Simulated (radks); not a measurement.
Values are calculated unless marked as measured or tabulated.
Ionisation of neutral argon, [Ar], to [Ne] 3s2 3p5 as the strength of local exchange is varied. Code: a radial shooting solver on a logarithmic mesh with Libxc functionals. Model: non-relativistic Kohn-Sham, Slater X-alpha exchange (alpha = 2/3 is LDA exchange), no correlation, spin-polarised, spherical densities, point nucleus.

| alpha | E(Ar) (hartree) | exchange (hartree) | IE (eV) | -e of the level emptied (eV) | <r> of it (bohr) |
|---|---|---|---|---|---|
| 0.648 | -523.74023 | -26.96213 | 14.230 | 8.846 (3p) | 1.689 |
| 0.667 | -524.53131 | -27.78941 | 14.492 | 9.087 (3p) | 1.682 |
| 0.727 | -527.03632 | -30.41550 | 15.333 | 9.866 (3p) | 1.658 |
| 0.882 | -533.55577 | -37.29504 | 17.602 | 11.992 (3p) | 1.602 |
| 0.958 | -536.77772 | -40.71841 | 18.765 | 13.091 (3p) | 1.577 |
| 0.998 | -538.48017 | -42.53341 | 19.390 | 13.685 (3p) | 1.564 |

NIST Atomic Spectra Database: 15.760 eV (measured). The Delta-SCF value meets it near alpha = 0.76. Open shells are spherical and high-spin; term and fine-structure splittings are not resolved.
